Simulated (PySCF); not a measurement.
**Unknown compound**

An unknown has the formula C₇H₇N. Its calculated NMR data are:

$^{1}$H NMR (500 MHz, computed): δ 7.29 (d, 1H), 6.77 (s, 1H), 6.37 (d, 1H), 3.51 (br s, 2H), 3.43 (s, 2H).

$^{13}$C{$^{1}$H} NMR (computed): δ 153.8 (C), 136.4 (C), 120.0 (CH), 119.5 (C), 115.0 (CH), 104.8 (CH), 23.9 (CH2).

Theoretical values (PySCF): PBE0/pcSseg-1 with gauge-including orbitals, coordinates at the GFN2-xTB level. A single conformation, rapidly exchanging positions averaged, gas phase, non-relativistic.

Referencing at the same level of theory: $^{1}$H (σ = 31.72 ppm) and $^{13}$C (σ = 186.93 ppm) vs TMS.

Which candidate is it?
A. Nc1ccc2c(c1)C2
B. N#C[C@@]12C=CC[C@@H]1C2
C. C=CC(=C)/C=C/C#N
D. C=C=Cn1cccc1

Answers

A. 

- Rings plus π bonds: 5 (2 rings in the answer).
- 7 carbon signals for 7 carbons: no two carbons are equivalent.
- Carbon types of the structure: 3 × C, 3 × CH, 1 × CH2, leaving 2 H on heteroatoms.
- δC 153.8: aromatic carbon bearing nitrogen; σ withdrawal by the attached heteroatom moves it downfield of the ring CH carbons.
- δC 136.4, 119.5: substituted aromatic carbon.
- δC 120.0, 115.0, 104.8: aromatic CH.
- δC 23.9: three-membered-ring carbon; carbons of three-membered rings are unusually shielded.
- δH 7.29, 6.77, 6.37: hydrogen on an aromatic CH.

The others: N#C[C@@]12C=CC[C@@H]1C2 would give 7 signals for carbon-bound and other non-exchanging H, not 4; C=C=Cn1cccc1 would give 5 carbon signals, not 7; C=CC(=C)/C=C/C#N would give 7 signals for carbon-bound and other non-exchanging H, not 4.

OH/NH shifts are gas-phase values; hydrogen bonding in solution moves them, usually downfield. Shifts are as computed. Against solution values, carbons near 30 ppm lie about +3 ppm off and those near 130 ppm about +5 ppm (rms about the fit 2.1 ppm; single classes can miss by 10 ppm). Of 1328 compounds with measured shifts, 309 miss one by over three times the rms of a fit or turn the order of signals round; such compounds aren't used in these exercises. Signals without a measured value on file couldn't be tested in this way; 1H shifts scatter by 0.2 ppm about their fit, and single ones miss by 0.5 ppm. No couplings were computed; multiplicities are counted from neighbouring protons, with m where these are inequivalent, close in shift, in a saturated or five-membered ring or joined by F or P, and br s for small geminal =CH2 splittings.
